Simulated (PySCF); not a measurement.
# Löwdin shares of the frontier orbitals

Species: C2H10FN3Si.
Structure used (GFN2-xTB), in Å, numbered top down from 1:
```
atom  x, y, z in Å
N1    -1.8718    0.7300    1.1120
C2    -2.0167    0.2660   -0.2525
C3    -0.6920    0.0722   -1.0192
N4     0.1715   -0.9067   -0.4128
Si5    1.4982   -0.5975    0.6166
N6     2.7061    0.2312   -0.2735
F7     2.0965   -2.0494    0.9612
H8    -1.3257    0.0621    1.6459
H9    -1.3740    1.6145    1.1299
H10   -2.5538   -0.6867   -0.2208
H11   -2.6352    0.9887   -0.7921
H12   -0.9248   -0.2270   -2.0486
H13   -0.1527    1.0216   -1.0546
H14   -0.2611   -1.8160   -0.3575
H15    1.1974   -0.0336    1.9351
H16    3.6433    0.2655    0.0895
H17    2.4877    1.0772   -0.7694
```

Computed with PySCF 2.14.0, density-fitted response routines, TDDFT CAM-B3LYP/def2-SVPD, vertical, gas phase, core orbitals frozen in the response.

Kohn–Sham orbitals with the atoms that hold most of them (Löwdin shares over 4%, at most four atoms; ? is withheld):

```json
{"orbital": "HOMO-3", "ε (eV)": "-11.51", "atoms": "C3 22%, C2 16%, H13 13%, N4 11%"}
{"orbital": "HOMO-2", "ε (eV)": "-9.25", "atoms": "N6 58%, Si5 13%, H15 7%, H17 6%"}
{"orbital": "HOMO-1", "ε (eV)": "-8.98", "atoms": "N1 35%, N4 33%, N6 9%, C2 4%"}
{"orbital": "HOMO", "ε (eV)": "-8.13", "atoms": "?"}
{"orbital": "LUMO", "ε (eV)": "?", "atoms": "?"}
{"orbital": "LUMO+1", "ε (eV)": "1.53", "atoms": "Si5 26%, F7 13%, H14 12%, H8 9%"}
{"orbital": "LUMO+2", "ε (eV)": "1.55", "atoms": "Si5 18%, H16 10%, C2 9%, H17 8%"}
```

**Question.** Give the leading atoms of the HOMO.

**Answer.** N1 (bonded to C and 2 H) 28%; N4 (bonded to C, Si and H) 26%; C3 (bonded to C, N and 2 H) 12%; C2 (bonded to C, N and 2 H) 11%. By element: nitrogen 54% or more, carbon 23%.

**Question.** Give the leading atoms of the LUMO.

**Answer.** Si5 (bonded to F, 2 N and H) 19%; C3 (bonded to C, N and 2 H) 12%; H17 (bonded to N) 12%; H13 (bonded to C) 11%. By element: hydrogen 22% or more, silicon 19%, carbon 12% or more.

**Question.** What is the LUMO energy, and the HOMO–LUMO gap?

**Answer.** ε(LUMO) = 0.94 eV; the gap is 9.07 eV (0.3333 hartree).

**Question.** The HOMO–LUMO gap is 9.07 eV. Where does the response calculation put the lowest singlet, and from which orbitals?

**Answer.** S1 is at 6.01 eV (f = 0.0031), 3.06 eV below the gap, made of HOMO→LUMO (73%), HOMO→LUMO+2 (16%). 

Next come S2 at 6.50 eV (f 0.0069), HOMO→LUMO+1 (52%), HOMO-1→LUMO (17%), HOMO→LUMO+3 (9%); S3 at 6.64 eV (f 0.017), HOMO→LUMO+1 (31%), HOMO-1→LUMO (23%), HOMO→LUMO+3 (15%); S4 at 6.79 eV (f 0.046), HOMO-2→LUMO (65%); S5 at 7.08 eV (f 0.056), HOMO→LUMO+2 (38%), HOMO→LUMO (18%), HOMO→LUMO+4 (14%).

Löwdin shares depend on the basis, the more so with diffuse functions.

Hardware: one thread, Arm Neoverse N1 (aarch64), no GPU, shared host with 64 logical CPUs at a one-minute load of 61. Cost: 99 s wall, 1.1 GiB resident at most.

One conformer stands for the species.

Without π bonds the low states are Rydberg-like; a valence basis with one diffuse set may place them up to an eV too high.
